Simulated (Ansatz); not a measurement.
All values below come from Ansatz (a program for electronic structure) with B3LYP-D3(BJ)/def2-TZVP. No frequencies were computed at this level.

Ansatz 0.2 input:
```yaml
crystal:
  periodic: [false, false, false]
  atoms:
    - { symbol: C, position_ang: [1.74736, -0.060084, 0.279472] }
    - { symbol: Al, position_ang: [-0.231481, 0.008172, 0.077533] }
    - { symbol: N, position_ang: [-1.073368, 1.573114, -0.052527] }
    - { symbol: N, position_ang: [-1.185236, -1.495344, 0.008751] }
    - { symbol: H, position_ang: [2.257341, -0.014101, -0.685476] }
    - { symbol: H, position_ang: [2.124032, 0.776668, 0.872343] }
    - { symbol: H, position_ang: [2.07412, -0.982028, 0.765909] }
    - { symbol: H, position_ang: [-2.065953, 1.693783, -0.20339] }
    - { symbol: H, position_ang: [-0.642742, 2.487241, -0.015883] }
    - { symbol: H, position_ang: [-2.185813, -1.552002, -0.125796] }
    - { symbol: H, position_ang: [-0.818256, -2.435415, 0.071615] }
basis:
  gaussian: { orbitals: def2-tzvp }
hamiltonian:
  xc: b3lyp
  dispersion: d3bj
relax:
  max_steps: 150
```

Output:

```
Functional definition: B3LYP
1057 factors; their error is unknown
mean field evaluation 1: about -10711.3871 eV, gradient 1.1e2 eV
mean field evaluation 2: about -10682.2633 eV, gradient 1.4e2 eV
mean field evaluation 4: about -10733.0791 eV, gradient 1.1e1 eV
mean field evaluation 8: about -10733.3567 eV, gradient 3.6e-2 eV
mean field evaluation 16: about -10733.3602 eV, gradient 6.0e-5 eV
mean field -10733.36020174 eV, -394.4437120811 hartree, gradient 6.0e-5 eV, S^2 0.000000; 0 other end points of the search recorded, 0 dependent functions left out
reference -10733.36047080 eV, -394.4437219689 hartree; 20, 20 occupied and 152, 152 virtual orbitals, 1057 factors
relax step   1: F+E_penalty+E_count = -10733.67042980 eV  Δ(F+E_penalty+E_count) = +0.000e0 eV  max|allowed force component| = 4.801e-1 eV/Å  Δτ_max = 0.0000 Å  (27 SCF iters, accepted)
these checks for a lower state are left out or cut short: starts, cluster_reference, orbital_swaps, neighbouring_geometries, increment
1057 factors; their error is unknown
mean field -10733.37289731 eV, -394.4441786346 hartree, gradient 1.6e-5 eV, S^2 0.000000; 0 other end points of the search recorded, 0 dependent functions left out
reference -10733.37316537 eV, -394.4441884858 hartree; 20, 20 occupied and 152, 152 virtual orbitals, 1057 factors
relax step   2: F+E_penalty+E_count = -10733.68504606 eV  Δ(F+E_penalty+E_count) = -1.462e-2 eV  max|allowed force component| = 2.017e-1 eV/Å  Δτ_max = 0.0232 Å  (30 SCF iters, accepted)
these checks for a lower state are left out or cut short: starts, cluster_reference, orbital_swaps, neighbouring_geometries, increment
1057 factors; their error is unknown
mean field -10733.37459235 eV, -394.4442409264 hartree, gradient 1.6e-5 eV, S^2 0.000000; 0 other end points of the search recorded, 0 dependent functions left out
reference -10733.37486013 eV, -394.4442507672 hartree; 20, 20 occupied and 152, 152 virtual orbitals, 1057 factors
relax step   3: F+E_penalty+E_count = -10733.68783801 eV  Δ(F+E_penalty+E_count) = -2.792e-3 eV  max|allowed force component| = 4.882e-2 eV/Å  Δτ_max = 0.0136 Å  (31 SCF iters, accepted)
these checks for a lower state are left out or cut short: starts, cluster_reference, orbital_swaps, neighbouring_geometries, increment
1057 factors; their error is unknown
mean field evaluation 32: about -10733.3727 eV, gradient 5.6e-1 eV
mean field -10733.37494157 eV, -394.4442537599 hartree, gradient 1.6e-5 eV, S^2 0.000000; 0 other end points of the search recorded, 0 dependent functions left out
reference -10733.37520929 eV, -394.4442635984 hartree; 20, 20 occupied and 152, 152 virtual orbitals, 1057 factors
relax step   4: F+E_penalty+E_count = -10733.68815899 eV  Δ(F+E_penalty+E_count) = -3.210e-4 eV  max|allowed force component| = 2.329e-2 eV/Å  Δτ_max = 0.0083 Å  (31 SCF iters, accepted)
these checks for a lower state are left out or cut short: starts, cluster_reference, orbital_swaps, neighbouring_geometries, increment
1057 factors; their error is unknown
mean field -10733.37494355 eV, -394.4442538327 hartree, gradient 1.6e-5 eV, S^2 0.000000; 0 other end points of the search recorded, 0 dependent functions left out
reference -10733.37521135 eV, -394.4442636740 hartree; 20, 20 occupied and 152, 152 virtual orbitals, 1057 factors
relax step   5: F+E_penalty+E_count = -10733.68821871 eV  Δ(F+E_penalty+E_count) = -5.972e-5 eV  max|allowed force component| = 2.253e-2 eV/Å  Δτ_max = 0.0087 Å  (30 SCF iters, accepted)
these checks for a lower state are left out or cut short: starts, cluster_reference, orbital_swaps, neighbouring_geometries, increment
1057 factors; their error is unknown
mean field -10733.37521397 eV, -394.4442637704 hartree, gradient 1.6e-5 eV, S^2 0.000000; 0 other end points of the search recorded, 0 dependent functions left out
reference -10733.37548182 eV, -394.4442736138 hartree; 20, 20 occupied and 152, 152 virtual orbitals, 1057 factors
relax step   6: F+E_penalty+E_count = -10733.68836877 eV  Δ(F+E_penalty+E_count) = -1.501e-4 eV  max|allowed force component| = 4.376e-3 eV/Å  Δτ_max = 0.0049 Å  (31 SCF iters, accepted)
1057 factors; their error is unknown
mean field evaluation 64: about -10733.3752 eV, gradient 4.3e-2 eV
mean field -10733.37521397 eV, -394.4442637703 hartree, gradient 4.8e-5 eV, S^2 0.000000; 1 other end points of the search recorded, 0 dependent functions left out
reference -10733.37548182 eV, -394.4442736138 hartree; 20, 20 occupied and 152, 152 virtual orbitals, 1057 factors
Total energy: -10733.68863663 eV, -394.4557818406 hartree
Atom 0 at     1.721975    -0.058938     0.280507 Å, force     0.003603    -0.000106     0.000253 eV/Å
Atom 1 at    -0.218179     0.006766     0.074165 Å, force     0.002010    -0.000265     0.000644 eV/Å
Atom 2 at    -1.066038     1.562797    -0.058293 Å, force    -0.000391    -0.004080     0.000232 eV/Å
Atom 3 at    -1.177470    -1.487167    -0.000294 Å, force     0.000513     0.004376    -0.000134 eV/Å
Atom 4 at     2.224716    -0.017036    -0.690012 Å, force    -0.000483    -0.000256    -0.001072 eV/Å
Atom 5 at     2.096411     0.781610     0.870120 Å, force    -0.000825     0.001272     0.000292 eV/Å
Atom 6 at     2.049242    -0.978335     0.771990 Å, force    -0.000931    -0.001099     0.000357 eV/Å
Atom 7 at    -2.057897     1.687487    -0.183827 Å, force    -0.002412     0.003118    -0.000469 eV/Å
Atom 8 at    -0.609558     2.460221    -0.021041 Å, force     0.000647    -0.001545     0.000199 eV/Å
Atom 9 at    -2.176088    -1.544099    -0.121272 Å, force    -0.002289    -0.002774    -0.000419 eV/Å
Atom 10 at    -0.787109    -2.413301     0.070507 Å, force     0.000558     0.001359     0.000117 eV/Å
Dipole moment:    -0.131097     0.004147    -0.015766 e Å
```

Cost: roughly 30 core-seconds.
